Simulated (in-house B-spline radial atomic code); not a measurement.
## Ionising Be with different functionals

Computed with an all-electron radial atomic-structure program (B-spline basis): non-relativistic Hamiltonian, point nucleus, spin-polarised at highest spin, spherical fractional occupations for the functionals, the average over the highest-spin determinants for Hartree-Fock. The ionisation energy is the difference of two self-consistent energies, [He] 2s2 → [He] 2s1, without Breit or QED terms; ε is the level of the shell that loses the electron (its least bound occupied spin orbital).

```tsv
method	rung	ΔSCF (eV)	-ε(2s) (eV)
Hartree-Fock	Hartree-Fock	8.04	8.42
HF fractional	Hartree-Fock	8.04	8.42
LDA VWN5	LDA	9.03	5.60
LDA PW92	LDA	9.03	5.60
LDA exchange-only	LDA	7.64	4.63
PBE	GGA	9.00	5.61
PBEsol	GGA	8.89	5.54
BLYP	GGA	?	?
RPBE	GGA	9.07	5.63
PW91	GGA	9.05	5.64
BP86	GGA	9.11	5.70
AM05	GGA	?	?
OLYP	GGA	9.02	5.48
TPSS	meta-GGA	9.07	5.74
r2SCAN	meta-GGA	8.79	5.75
M06-L	meta-GGA	8.96	5.73
revTPSS	meta-GGA	9.09	5.81
PBE0	global hybrid	8.97	6.49
B3LYP	global hybrid	9.11	6.32
TPSSh	global hybrid	9.06	6.08
M06-2X	global hybrid	9.04	7.25
BHandHLYP	global hybrid	8.96	7.23
r2SCAN0	global hybrid	8.83	6.55
B97-1	global hybrid	9.02	6.30
HSE06	range-separated hybrid	8.97	6.09
wB97X	range-separated hybrid	8.87	8.63
CAM-B3LYP	range-separated hybrid	9.11	7.67
LC-wPBE	range-separated hybrid	9.02	8.92
```

What does AM05 give?

ΔSCF 8.89 eV, and -ε(2s) = 5.52 eV.

What does BLYP give?

ΔSCF 8.98 eV, and -ε(2s) = 5.47 eV.

Among the functionals, which spreads more, the ΔSCF values or the orbital energies?

The orbital energies: ΔSCF values span about 1.47 eV and the orbital energies 4.29 eV.

How do they compare with the NIST value?

NIST lists 9.323 eV (measured, ground level to ground level). Errors run from -1.68 to -0.21 eV; BP86 is closest (-0.21 eV), but part of that can be cancellation, since the calculations leave out relativity, Breit-QED terms, the near-degeneracy of s² and p². Hartree-Fock also lacks correlation.
